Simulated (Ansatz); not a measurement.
`BrC1CO[SiH2]1` → `Br[SiH]1CCO1`  (isomerisation)

Computed with Ansatz on PBE0-D4/def2-TZVP structures; ΔE is electronic, products minus reactants. CCSD(T)/CBS is the MP2 limit (def2-TZVPP, def2-QZVPP) plus CCSD(T) − MP2 in def2-TZVPP, frozen cores. DFT in def2-TZVPP. B3LYP here is the variant with VWN-RPA as its local correlation; programs differ in this. For Br outer-core shells are correlated without core-valence functions, which leaves a few kJ/mol of doubt a bond. Scalar relativity is left out up to krypton.

`BrC1CO[SiH2]1`:

```xyz
10

Br   -2.229    0.743    0.853
C    -0.719   -0.344    0.330
C    -0.225   -0.129   -1.118
O     1.140    0.285   -0.895
Si    1.006    0.274    0.767
H    -0.980   -1.373    0.562
H    -0.779    0.653   -1.641
H    -0.242   -1.048   -1.711
H     1.092    1.607    1.412
H     1.938   -0.667    1.441
```

`Br[SiH]1CCO1`:

Z-matrix (Å, degrees):
```
Si
C 1 1.864
C 1 2.258 2 42.7
Br 1 2.216 2 116.5 3 111.0
O 1 1.655 2 82.7 3 -2.4
H 1 1.480 2 122.3 3 -117.2
H 2 1.090 1 116.0 3 113.1
H 2 1.088 1 117.5 3 -114.2
H 3 1.092 1 127.1 2 -94.7
H 3 1.092 1 122.7 2 97.1
```

```csv
level,ΔE (kJ/mol)
r2SCAN-D4,-175.9
PBE0-D4,-172.6
B3LYP-D4,-167.1
r2SCAN,-176.0
B3LYP,-168.6
CCSD/def2-TZVPP,-167.5
MP2/def2-QZVPP,-173.4
CCSD/CBS(def2),-172.0
```

Problem. What does CCSD(T)/CBS give? (Estimate.)

Solution. The calculation gave: -170.6 kJ/mol. The listed levels differ from it by -5.3, -2.0, 3.5, -5.4, 2.0, 3.1, -2.8, -1.4 kJ/mol.

Largest T1 diagnostic among the species: 0.010.

From PBE to PBE0 (25 % exact exchange), in def2-TZVPP and without D4, ΔE moves by −4.7 kJ/mol. In def2-TZVPP, CCSD(T) changes the Hartree–Fock value by +7.8 kJ/mol (the triples alone add +1.4 kJ/mol) and MP2 by +3.1 kJ/mol.
